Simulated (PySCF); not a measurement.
**A small calculation by hand: dipole moment from atomic charges**

C2H2O3Si, SMILES O=C1OC(=O)[SiH2]1. Atoms are numbered in the order given.

```xyz
8

O      2.2347     0.0000     0.6539
C      1.1137     0.0000     0.2691
O      0.0000     0.0000     1.1389
C     -1.1137     0.0000     0.2691
O     -2.2347     0.0000     0.6539
Si     0.0000     0.0000    -1.3224
H      0.0000     1.2347    -2.1449
H      0.0000    -1.2347    -2.1449
```
Charge 0, spin multiplicity 1.

Geometry: B3LYP-D3(BJ)/def2-SVP.

Charges (e) from HF/def2-TZVP in PySCF:

```
atom  Mulliken  ESP fit
----  --------  -------
O1      -0.367   -0.471
C2       0.296    0.554
O3      -0.273   -0.358
C4       0.296    0.554
O5      -0.367   -0.471
Si6      0.379    0.175
H7       0.019    0.008
H8       0.019    0.008
```

The dipole moment of the full density is 4.81 D.

What dipole moment does each set of point charges give, and which comes closer to that of the density?


μ = Σ q r, and 1 e Å = 4.8032 D.
Mulliken: Σ q r = (0.000, 0.000, -1.214) e Å, |μ| = 5.83 D.
ESP fit: Σ q r = (0.000, 0.000, -0.991) e Å, |μ| = 4.76 D.
ESP fit comes closer in size. Point charges leave out the atoms' own dipoles (lone pairs, polarised bonds); fits to the potential absorb them, partitions of the density don't.
